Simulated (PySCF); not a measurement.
# Continuum solvent and chemical shifts

Molfile (atoms numbered from 1):
```
C7H16N2P
     RDKit          3D

 26 26  0  0  0  0  0  0  0  0999 V2000
   -2.1829   -1.6434    0.4396 C   0  0  0  0  0  0  0  0  0  0  0  0
   -1.6069   -0.2435    0.6266 C   0  0  0  0  0  0  0  0  0  0  0  0
   -0.0655    0.0984   -0.2560 P   0  0  0  0  0  0  0  0  0  0  0  0
   -0.3111   -0.2937   -1.9930 C   0  0  0  0  0  0  0  0  0  0  0  0
    1.2940   -0.6246    0.3759 N   0  0  0  0  0  0  0  0  0  0  0  0
    1.5364   -2.0497    0.5010 C   0  0  0  0  0  0  0  0  0  0  0  0
    2.1826    0.3549    0.8812 C   0  0  0  0  0  0  0  0  0  0  0  0
    1.7421    1.6036    0.6820 C   0  0  0  0  0  0  0  0  0  0  0  0
    0.4898    1.6412    0.0235 N   0  0  0  0  0  0  0  0  0  0  0  0
   -0.2227    2.8738   -0.2556 C   0  0  0  0  0  0  0  0  0  0  0  0
   -3.0996   -1.7454    1.0367 H   0  0  0  0  0  0  0  0  0  0  0  0
   -2.4523   -1.8470   -0.6070 H   0  0  0  0  0  0  0  0  0  0  0  0
   -1.4875   -2.4249    0.7786 H   0  0  0  0  0  0  0  0  0  0  0  0
   -2.3203    0.5294    0.2867 H   0  0  0  0  0  0  0  0  0  0  0  0
   -1.3842   -0.0237    1.6838 H   0  0  0  0  0  0  0  0  0  0  0  0
   -0.4676   -1.3765   -2.1145 H   0  0  0  0  0  0  0  0  0  0  0  0
   -1.1982    0.2295   -2.3812 H   0  0  0  0  0  0  0  0  0  0  0  0
    0.5835    0.0113   -2.5531 H   0  0  0  0  0  0  0  0  0  0  0  0
    1.3462   -2.4111    1.5240 H   0  0  0  0  0  0  0  0  0  0  0  0
    0.8931   -2.6091   -0.1924 H   0  0  0  0  0  0  0  0  0  0  0  0
    2.5786   -2.2736    0.2321 H   0  0  0  0  0  0  0  0  0  0  0  0
    3.1118    0.0382    1.3503 H   0  0  0  0  0  0  0  0  0  0  0  0
    2.2307    2.5382    0.9492 H   0  0  0  0  0  0  0  0  0  0  0  0
    0.4403    3.5855   -0.7689 H   0  0  0  0  0  0  0  0  0  0  0  0
   -0.6052    3.3397    0.6660 H   0  0  0  0  0  0  0  0  0  0  0  0
   -1.0735    2.6789   -0.9236 H   0  0  0  0  0  0  0  0  0  0  0  0
  1  2  1  0
  2  3  1  0
  3  4  1  0
  3  5  1  0
  5  6  1  0
  5  7  1  0
  7  8  2  0
  8  9  1  0
  9 10  1  0
  9  3  1  0
  1 11  1  0
  1 12  1  0
  1 13  1  0
  2 14  1  0
  2 15  1  0
  4 16  1  0
  4 17  1  0
  4 18  1  0
  6 19  1  0
  6 20  1  0
  6 21  1  0
  7 22  1  0
  8 23  1  0
 10 24  1  0
 10 25  1  0
 10 26  1  0
M  CHG  1   3   1
M  END
```

GIAO PBE0/pcSseg-1 in PySCF 2.14.0 with density-fitted response routines on one PBE0-D3(BJ)/def2-SVP conformer, non-relativistic, equivalent nuclei averaged. Solvents enter as an IEF-PCM continuum (chloroform with ε = 4.7, acetone with ε = 20.5) around the gas-phase geometry. Shifts are referred to TMS computed in the same medium.

Gas phase, δ in ppm: C7/C8 124.0, C6/C10 31.2, C2 28.4, C4 10.8, C1 5.9, H22/H23 6.12, H19/H20/H21/H24/H25/H26 3.03, H16/H17/H18 1.99, H14/H15 1.97, H11/H12/H13 1.44. Dipole moment 1.61 D.

Q: How does each δ change in the continuum?

A: 
| atoms | environment | Δδ, chloroform | Δδ, acetone |
| --- | --- | --- | --- |
| C7/C8 | alkene carbon bearing nitrogen | 0.0 | 0.0 |
| C6/C10 | methyl carbon bonded to N | +0.7 | +0.9 |
| C2 | sp3 CH2 bonded to P | +0.3 | +0.4 |
| C4 | methyl carbon bonded to P | +0.8 | +1.1 |
| C1 | methyl carbon | +0.9 | +1.2 |
| H22/H23 | hydrogen on an alkene carbon bearing nitrogen | 0.00 | -0.01 |
| H19/H20/H21/H24/H25/H26 | hydrogen on a methyl carbon bonded to N | -0.01 | 0.00 |
| H16/H17/H18 | hydrogen on a methyl carbon bonded to P | +0.06 | +0.09 |
| H14/H15 | hydrogen on an sp3 CH2 bonded to P | +0.11 | +0.15 |
| H11/H12/H13 | hydrogen on a methyl carbon | -0.07 | -0.10 |

Changes are relative to the gas phase. The dipole moment becomes 2.06 D in chloroform, 2.26 D in acetone.

Q: Which of the listed nuclei move most (in ppm), and what does the model miss? (N and O are left out, as their reference compounds move with the solvent too.)

A: C1 (methyl carbon, +1.2 ppm) in acetone. A continuum only polarises the solute; specific hydrogen bonds, the anisotropy of aromatic solvents and changes of geometry or conformer are outside it, as are counter-ions.
